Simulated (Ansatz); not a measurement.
Ga3Sb3H6Cl6⁺ (relaxed from a model of (Cl2Ga-mu-SbH2)3, whose bonding it doesn't keep). The state is a doublet with charge 1. Geometry r2SCAN-D4/def2-SVP, that of the neutral singlet; atoms count from 1.

```xyz
18

Ga   -2.3424   -0.1455   -0.3763
Cl   -2.1943    2.0162   -0.4260
Cl   -4.2498   -0.9769    0.1796
Sb   -0.7033   -1.4230   -1.9657
Ga    1.9465   -1.1633   -1.1567
Cl    1.5776   -2.2602    0.7107
Cl    3.1017   -2.2423   -2.6478
Sb    2.2984    1.4396   -0.8718
Ga    0.7639    1.7703    2.0778
Cl    0.4420    3.9001    1.8792
Cl    2.7476    1.2410    2.7966
Sb   -1.2640    0.2226    2.7851
H    -1.4046   -2.9688   -1.9918
H    -1.3032   -0.8779   -3.4618
H     0.9289    1.2870    0.2640
H     1.1277    1.7073   -2.1118
H    -0.1735   -1.0468    3.1729
H    -1.2990   -0.4794    1.1439
```

In the def2 sets Sb takes a core potential; there is no spin–orbit coupling. The gap within one spin of the charge 1 doublet nearly closes, so an electron or hole may be smeared out by delocalisation error.

**Question.** Estimate the Mulliken populations from the PBE/def2-SVP orbitals of Ansatz.

**Answer.** 
```csv
atom,charge (e),spin (α − β)
Ga1,0.33,0.01
Cl2,-0.16,0.02
Cl3,-0.10,0.05
Sb4,0.16,0.16
Ga5,0.29,0.03
Cl6,-0.17,0.08
Cl7,-0.10,0.11
Sb8,0.40,0.27
Ga9,0.29,0.01
Cl10,-0.12,0.08
Cl11,-0.14,0.08
Sb12,0.36,0.12
H13,0.07,0.01
H14,0.05,0.00
H15,-0.08,-0.01
H16,0.00,0.00
H17,0.01,0.00
H18,-0.09,0.00
```
Mulliken values and Mayer orders depend strongly on the basis.

**Question.** Where does the spin sit?

**Answer.** Summed by element: Ga 0.04, Cl 0.42, Sb 0.55, H -0.01, of 1 unpaired in all. Largest on single atoms: Sb8 0.27, Sb4 0.16, Sb12 0.12.

**Question.** And the Mayer bond orders between bonded heavy atoms (over 0.3)?

**Answer.** Ga1–Cl2 1.10 (2.17 Å); Ga1–Cl3 1.21 (2.15 Å); Ga1–Sb4 0.76 (2.62 Å); Sb4–Ga5 0.54 (2.78 Å); Ga5–Cl6 1.01 (2.20 Å); Ga5–Cl7 1.16 (2.17 Å); Ga5–Sb8 0.74 (2.64 Å); Ga9–Cl10 1.17 (2.16 Å); Ga9–Cl11 1.09 (2.18 Å); Ga9–Sb12 0.78 (2.65 Å).
